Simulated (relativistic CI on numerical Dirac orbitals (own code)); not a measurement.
**Forbidden lines of Nd V**

Method of calculation: Dirac-Coulomb-Breit CI, separate exchange-only KLI orbitals for each configuration, model QED (radiative potential, 1s self-energy scaled to tabulated hydrogen-like ionisation energies), valence Slater integrals scaled by 0.85, P86 correlation energy added to each configuration (own radial code, finite nucleus).

Configuration list (outside the closed core [Kr] 4d10): 4f²5s²5p⁶, 4f5s²5p⁶5d, 4f²5s²5p⁵5d, 4f³5s²5p⁵, 4f5s²5p⁶6s, 4f5s²5p⁶6p, 4f²5s²5p⁵5f, 4f²5s5p⁶5d, 4f²5s²5p⁵5g, 4f5s²5p⁶6d, 4f²5s²5p⁵6s, 4f5s²5p⁶7s, 4f5s²5p⁶5f, 4f5s²5p⁶7p, 5s²5p⁶5f6s, 4f²5s5p⁶5f, 4f³5s5p⁶, 4f²5s²5p⁵6p, 4f5s²5p⁶5g, 4f5s²5p⁶6f, 4f5s²5p⁶7d, 4f5s²5p⁶8s, 4f5s5p⁶5d², 4f²5s5p⁶5g, 5s²5p⁶5d², 5s²5p⁵5d³, 5s²5p⁵5d²5f, 5s²5p⁶5f², 5s²5p⁵5d5f², 5s²5p⁵5f³, 5s²5p⁶5d5g, 5s²5p⁵5d²5g, 5s²5p⁵5d5f5g, 5s²5p⁶5f6p, 5s²5p⁵5d5f6p, 5s²5p⁵5f²6p. Double excitations out of closed p, d and f shells are left out; levels of such configurations are missing from the list, as are those of other unlisted configurations, and high levels can miss mixing partners.

| λ vac (nm) | Lower | Upper | Type | A (s⁻¹) | E lower (cm⁻¹) | E upper (cm⁻¹) |
| --- | --- | --- | --- | --- | --- | --- |
| 89.178 | 4f²5s²5p⁶ ³H4 [1] | 4f³5s²5p⁵ ⁵F4 [29] | E2 | 2.43e+00 | 0.0 | 112134.9 |
| 89.946 | 4f²5s²5p⁶ ³H4 [1] | 4f³5s²5p⁵ ³K6 [27] | E2 | 1.95e+01 | 0.0 | 111177.5 |
| 90.339 | 4f²5s²5p⁶ ³H4 [1] | 4f³5s²5p⁵ ⁵F2 [26] | E2 | 2.92e+00 | 0.0 | 110693.6 |
| 90.446 | 4f²5s²5p⁶ ³H5 [2] | 4f³5s²5p⁵ ³K7 [30] | E2 | 3.68e+01 | 2699.6 | 113262.9 |
| 91.724 | 4f²5s²5p⁶ ³H4 [1] | 4f³5s²5p⁵ ⁵I4 [24] | E2 | 2.45e+02 | 0.0 | 109023.0 |
| 92.151 | 4f²5s²5p⁶ ³H5 [2] | 4f³5s²5p⁵ ⁵F3 [28] | E2 | 3.37e+00 | 2699.6 | 111217.3 |
| 92.185 | 4f²5s²5p⁶ ³H5 [2] | 4f³5s²5p⁵ ³K6 [27] | E2 | 2.60e+00 | 2699.6 | 111177.5 |
| 92.719 | 4f²5s²5p⁶ ³H6 [3] | 4f³5s²5p⁵ ⁵I8 [31] | E2 | 1.12e+01 | 5472.8 | 113325.7 |
| 92.773 | 4f²5s²5p⁶ ³H6 [3] | 4f³5s²5p⁵ ³K7 [30] | E2 | 4.04e+01 | 5472.8 | 113262.9 |
| 92.854 | 4f²5s²5p⁶ ³H4 [1] | 4f³5s²5p⁵ ⁵K5 [21] | E2 | 1.45e+01 | 0.0 | 107696.3 |
| 93.506 | 4f²5s²5p⁶ ³H4 [1] | 4f³5s²5p⁵ ⁵K6 [19] | E2 | 3.31e+00 | 0.0 | 106945.5 |
| 93.754 | 4f²5s²5p⁶ ³H6 [3] | 4f³5s²5p⁵ ⁵F4 [29] | E2 | 2.69e+00 | 5472.8 | 112134.9 |
| 94.053 | 4f²5s²5p⁶ ³H5 [2] | 4f³5s²5p⁵ ⁵I4 [24] | E2 | 8.72e+00 | 2699.6 | 109023.0 |
| 94.603 | 4f²5s²5p⁶ ³H6 [3] | 4f³5s²5p⁵ ³K6 [27] | E2 | 3.99e+01 | 5472.8 | 111177.5 |
| 95.241 | 4f²5s²5p⁶ ³H5 [2] | 4f³5s²5p⁵ ⁵K5 [21] | E2 | 5.35e+01 | 2699.6 | 107696.3 |
| 95.927 | 4f²5s²5p⁶ ³H5 [2] | 4f³5s²5p⁵ ⁵K6 [19] | E2 | 1.53e+01 | 2699.6 | 106945.5 |
| 95.995 | 4f²5s²5p⁶ ³F2 [4] | 4f³5s²5p⁵ ⁵F1 [25] | E2 | 1.41e+01 | 6290.9 | 110463.0 |
| 96.781 | 4f²5s²5p⁶ ³H5 [2] | 4f³5s²5p⁵ ⁵K7 [18] | E2 | 2.64e+00 | 2699.6 | 106025.9 |
| 97.075 | 4f²5s²5p⁶ ³F4 [6] | 4f³5s²5p⁵ ³K6 [27] | E2 | 2.14e+01 | 8164.6 | 111177.5 |
| 97.341 | 4f²5s²5p⁶ ³F2 [4] | 4f³5s²5p⁵ ⁵I4 [24] | E2 | 6.55e+01 | 6290.9 | 109023.0 |
| 97.421 | 4f²5s²5p⁶ ³F3 [5] | 4f³5s²5p⁵ ⁵F2 [26] | E2 | 5.34e+00 | 8046.0 | 110693.6 |
| 97.513 | 4f²5s²5p⁶ ³H6 [3] | 4f³5s²5p⁵ ⁵H7 [23] | E2 | 2.58e+01 | 5472.8 | 108023.6 |
| 98.510 | 4f²5s²5p⁶ ³H6 [3] | 4f³5s²5p⁵ ⁵K8 [20] | E2 | 2.44e+00 | 5472.8 | 106985.3 |
| 98.549 | 4f²5s²5p⁶ ³H6 [3] | 4f³5s²5p⁵ ⁵K6 [19] | E2 | 1.09e+01 | 5472.8 | 106945.5 |
| 100.32 | 4f²5s²5p⁶ ³H4 [1] | 4f³5s²5p⁵ ⁵H4 [15] | E2 | 1.75e+00 | 0.0 | 99682.4 |
| 100.35 | 4f²5s²5p⁶ ³F3 [5] | 4f³5s²5p⁵ ⁵K5 [21] | E2 | 1.30e+01 | 8046.0 | 107696.3 |
| 100.61 | 4f²5s²5p⁶ ¹G4 [7] | 4f³5s²5p⁵ ³K6 [27] | E2 | 2.21e+00 | 11786.5 | 111177.5 |
| 101.05 | 4f²5s²5p⁶ ³H5 [2] | 4f³5s²5p⁵ ⁵H5 [16] | E2 | 2.98e+00 | 2699.6 | 101658.8 |
| 101.23 | 4f²5s²5p⁶ ³F4 [6] | 4f³5s²5p⁵ ⁵K6 [19] | E2 | 1.59e+00 | 8164.6 | 106945.5 |
| 101.54 | 4f²5s²5p⁶ ³H6 [3] | 4f³5s²5p⁵ ⁵H6 [17] | E2 | 2.70e+00 | 5472.8 | 103954.3 |

Terms are leading LS components. Brackets give the number of a level in order of energy, since labels repeat. The list gives strong lines, with weight on those to low levels, among the lowest 400 of 8977 levels, so that lines to higher ones, which can be the strongest, are missing, and without 3 lines that miss the measured interval by over 7 %, start from a term whose rates miss tabulated ones by over 60 %, have gauges far apart or, lacking measured levels, span too small a gap for the errors found; lines with a level outside our table were not tested and can miss by more. Levels whose partners in the same complex of configurations lie outside the list can be far off, and so can their lines. Rates are taken at the computed energies, electric ones in the length gauge.

At this charge configurations can still be misplaced by up to about 7 % of their energy. Levels and lines within the n = 5 or 6 shells can be off by up to 10 % or somewhat more, and those that change n by about 2 %, since core polarisation is missing. 9 of the 11 excited levels that our extract of the measured tables holds in this range could be paired (the sources list more); they are missed by 775 cm⁻¹ on average and 1570 at most, and levels without a partner can miss by more. Some levels of the ground configuration have no partner and can miss by 10 % or more. Levels that differ in their count of f electrons can be misplaced by several ten thousand cm⁻¹, since the correlation energy of f electrons is missing or only estimated; rates across such gaps can be off by orders of magnitude.

LS names give the leading component of a level, which can be under half, so a name can repeat, a term be missing and a line seem to break the LS rules.
